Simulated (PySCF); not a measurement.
trans-dichloroethylene (C2H2Cl2), SMILES Cl/C=C/Cl.

The structure is a stationary point at PBE-D3(BJ)/def2-SVP.

All values below come from HF/def2-TZVPD (PySCF).

Task: Estimate the frontier levels, gap, dipole moment and polarisability. (The exact figures need the calculation; the answer reports its results.)

Result: 
```json
{
 "highest_occupied_level": "-9.95 eV",
 "lowest_empty_level": "1.70 eV",
 "orbital_gap": "11.65 eV",
 "dipole_moment": "0.000 e·Å",
 "quadrupole, principal values (traceless, Buckingham form, about the centre of nuclear charge)": "-4.05, -1.57, 5.62 D·Å",
 "mean_static_polarisability": "54.8 bohr³ (8.12 Å³)",
 "polarisability_principal_values": "37.6, 45.3, 81.5 bohr³"
}
```
